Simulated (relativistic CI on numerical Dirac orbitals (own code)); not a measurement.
## Slater and spin-orbit integrals, Ho⁴⁴⁺

Computed by Dirac-Coulomb-Breit CI, orbitals from a KLI potential per configuration, model QED (radiative potential, 1s self-energy scaled to tabulated hydrogen-like ionisation energies), unscaled Slater integrals (own radial code, finite nucleus).

Slater integrals F^k, G^k are unscaled and averaged over j, outside the closed core [Ne]; ζ comes from projecting the Hamiltonian with its Breit term on Σ l·s of the shell.

- 3s2 3p6 3d5: F^2(3d,3d) = 530290, F^4(3d,3d) = 342430, ζ(3d) = 143080 cm⁻¹; <r>(3d) = 0.1926, <r^2>(3d) = 0.043 (bohr units).
- 3s2 3p5 3d6: ζ(3p) = 1.0741e+06, F^2(3d,3d) = 529430, F^4(3d,3d) = 341850, F^2(3p,3d) = 459350, G^1(3p,3d) = 490290, G^3(3p,3d) = 327030, ζ(3d) = 141790 cm⁻¹; <r>(3p) = 0.2155, <r^2>(3p) = 0.05374, <r>(3d) = 0.1928, <r^2>(3d) = 0.04313 (bohr units).
- 3s2 3p4 3d7: F^2(3p,3p) = 456050, ζ(3p) = 1.0734e+06, F^2(3d,3d) = 528540, F^4(3d,3d) = 341250, F^2(3p,3d) = 458940, G^1(3p,3d) = 490300, G^3(3p,3d) = 326910, ζ(3d) = 140510 cm⁻¹; <r>(3p) = 0.2157, <r^2>(3p) = 0.05383, <r>(3d) = 0.1931, <r^2>(3d) = 0.04326 (bohr units).

Problem. Give the Racah parameters of the d shell in 3s2 3p6 3d5.

Solution. B = F²/49 − 5F⁴/441 = 6940 cm⁻¹ and C = 35F⁴/441 = 27177 cm⁻¹.

Averages of the first 10 configurations, taken without configuration mixing, which lowers the lowest level and can move excited configurations by several eV; other configurations of the list can lie among them:

```csv
Configuration,Parity,States,Average energy above the lowest level (eV)
3s2 3p6 3d5,even,252,98.8
3s2 3p5 3d6,odd,1260,480.9
3s2 3p4 3d7,even,1800,870.3
3s 3p6 3d6,even,420,811.0
3p6 3d7,even,120,1533.1
3s 3p5 3d7,odd,1440,1191.7
3s2 3p6 3d4 4s,even,420,1532.2
3s2 3p6 3d4 4p,odd,1260,1656.5
3s2 3p4 3d6 4s,even,6300,2285.9
3s2 3p5 3d5 4s,odd,3024,1905.3
```
